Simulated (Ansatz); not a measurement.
System: sum formula SiI2Cl, net charge 0, doublet state. It need not be the lowest isomer of its formula. SMILES: Cl[Si](I)I
Geometry from a B3LYP-D3(BJ)/def2-TZVP (Ansatz, a first-principles code) optimisation:
```xyz
4

Cl    -0.2949     2.5726    -0.1255
Si    -0.0642     0.6741     0.6586
I      2.0848    -0.2709    -0.1052
I     -1.9732    -0.7324    -0.0285
```
Charge 0, spin multiplicity 2.

Computed values are from Ansatz. Cores are frozen in the correlated levels unless marked. UHF or UKS for open shells. No spin-orbit coupling. Frozen are the shells of the preceding noble gas and the d and f shells that filled before the atom's block. In def2 rows, elements after Kr have scalar-relativistic effective core potentials. CBS marks a two-point X^-3 extrapolation of the correlation energy; Hartree-Fock from the larger set.

### Question
What is the total energy at CCSD(T)/CBS(def2-TZVPP,def2-QZVPP)?

### Answer
-1342.6535 Eh.

### Question
What is the T1 diagnostic at CCSD/def2-QZVPP?

### Answer
0.015.

### Question
What is the dipole moment at CCSD(T)/def2-SVPD?

### Answer
0.50 D.

### Question
What is the atomisation energy De at CCSD(T)/CBS(def2-TZVPP,def2-QZVPP)?

### Answer
920.2 kJ/mol.
